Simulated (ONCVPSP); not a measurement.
**u(r) = r·R(r): atom against pseudo-atom (scandium (Sc))**

Columns: radius, all-electron u(r) and pseudo u(r) of the 3s shell (level -55.05 eV) of scandium in the configuration [Ne] 3s2 3p6 3d1 4s2; PW91, scalar-relativistic, ONCV scheme, ONCVPSP 4.0.1.

```json
{"r (bohr)": "0.100", "all-electron": "-0.0291", "pseudo": "0.0601"}
{"r (bohr)": "0.200", "all-electron": "-0.5272", "pseudo": "0.1426"}
{"r (bohr)": "0.300", "all-electron": "-0.4621", "pseudo": "0.2609"}
{"r (bohr)": "0.400", "all-electron": "-0.1002", "pseudo": "0.4144"}
{"r (bohr)": "0.500", "all-electron": "0.3112", "pseudo": "0.5886"}
{"r (bohr)": "0.600", "all-electron": "0.6532", "pseudo": "0.7603"}
{"r (bohr)": "0.700", "all-electron": "0.8896", "pseudo": "0.9050"}
{"r (bohr)": "0.800", "all-electron": "1.0236", "pseudo": "1.0046"}
{"r (bohr)": "0.900", "all-electron": "1.0734", "pseudo": "1.0511"}
{"r (bohr)": "1.000", "all-electron": "1.0617", "pseudo": "1.0470"}
{"r (bohr)": "1.100", "all-electron": "1.0091", "pseudo": "1.0022"}
{"r (bohr)": "1.200", "all-electron": "0.9321", "pseudo": "0.9299"}
{"r (bohr)": "1.300", "all-electron": "0.8429", "pseudo": "0.8425"}
{"r (bohr)": "1.400", "all-electron": "0.7501", "pseudo": "0.7501"}
{"r (bohr)": "1.500", "all-electron": "0.6591", "pseudo": "0.6591"}
{"r (bohr)": "1.600", "all-electron": "0.5734", "pseudo": "0.5734"}
{"r (bohr)": "1.700", "all-electron": "0.4948", "pseudo": "0.4948"}
{"r (bohr)": "1.800", "all-electron": "0.4242", "pseudo": "0.4241"}
{"r (bohr)": "1.900", "all-electron": "0.3616", "pseudo": "0.3616"}
{"r (bohr)": "2.000", "all-electron": "0.3069", "pseudo": "0.3069"}
{"r (bohr)": "2.100", "all-electron": "0.2595", "pseudo": "0.2595"}
{"r (bohr)": "2.200", "all-electron": "0.2187", "pseudo": "0.2187"}
{"r (bohr)": "2.300", "all-electron": "0.1839", "pseudo": "0.1839"}
{"r (bohr)": "2.400", "all-electron": "0.1542", "pseudo": "0.1542"}
{"r (bohr)": "2.500", "all-electron": "0.1291", "pseudo": "0.1291"}
{"r (bohr)": "2.600", "all-electron": "0.1079", "pseudo": "0.1079"}
```

How many radial nodes do the two functions have?

The all-electron 3s function has n − l − 1 = 2 (the table is too coarse to show those close to the nucleus); the pseudo-wave has 0, since the states of the same l below it are removed with the core.

At about which radius was the pseudo-wave matched?

1.55 bohr. The columns agree to 0.0005 from 1.30 bohr on; several derivatives are matched, so the curves merge somewhat inside the radius.

Is the pseudo-wave norm-conserving?

Yes: the ONCV scheme keeps the norm inside the radius equal to the all-electron one, which fixes the energy derivative of the logarithmic derivative at the level.
